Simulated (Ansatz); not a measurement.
`F[SiH](Cl)[O][GeH3]` + H₂ → `Cl[SiH2][O][GeH3]` + H–F at 500 K and 1 bar (hydrogenolysis of the Si–F bond).

Gas-phase electronic energies from Ansatz, PBE0-D4/def2-TZVP geometries. CBS: MP2 limit from def2 TZ/QZ plus the TZ coupled-cluster correction, frozen cores. This one scheme is used for every species. For Ge outer-core shells are correlated without core-valence functions, which leaves a few kJ/mol of doubt a bond. Scalar relativity is left out up to krypton. Each species was taken in one conformer, which may not be the lowest.

```
              species  CCSD(T)/CBS energy (Eh)  H − E (kJ/mol)  S (J/(mol·K))
`F[SiH](Cl)[O][GeH3]`              -3002.53092           159.9          456.8
                   H₂                 -1.17544            41.0          145.5
  `Cl[SiH2][O][GeH3]`              -2903.25837           169.2          432.0
                  H–F               -100.39570            39.4          188.7
```

H − E and S are ideal-gas, rigid-rotor, harmonic terms from PBE0-D4/def2-TZVP, for one conformer and one mirror image of each species. The MP2-based limit puts H₂ 0.8 mEh under its directly extrapolated value; such offsets cancel only in part. 1 Eh = 2625.50 kJ/mol, R = 8.31446 J/(mol·K).

Task: By hand: ΔE, ΔH, ΔS and ΔG.

Result: ΔE = (-2903.25837) + (-100.39570) − (-3002.53092) − (-1.17544) = 0.05229 Eh = 137.3 kJ/mol. Δ(H − E) = 169.2 + 39.4 − 159.9 − 41.0 = 7.7, so ΔH = 145.0 kJ/mol. ΔS = 432.0 + 188.7 − 456.8 − 145.5 = 18.4 J/(mol·K). ΔG = 145.0 − 500 × (18.4)/1000 = 135.8 kJ/mol.

Task: By hand: the equilibrium constant, and the temperature at which ΔG would vanish if ΔH and ΔS stayed fixed.

Result: log₁₀ K = −ΔG/(RT ln 10) = -14.2. ΔG = 0 at ΔH/ΔS = 7880 K, far beyond where these terms or the molecules hold.

ΔH outweighs TΔS. A doubt of 5 kJ/mol in ΔE shifts log₁₀ K by 0.5 here. Other conformers and mirror images would add mixing entropy, several J/(mol·K) or more a flexible species. Modes under 60 cm⁻¹, often nearly free rotors, make the harmonic entropy too high. These are equilibria of isolated gas molecules and say nothing of rates. Largest T1 diagnostic: 0.011 (customary marks: 0.02 for closed shells, 0.045 for open ones).
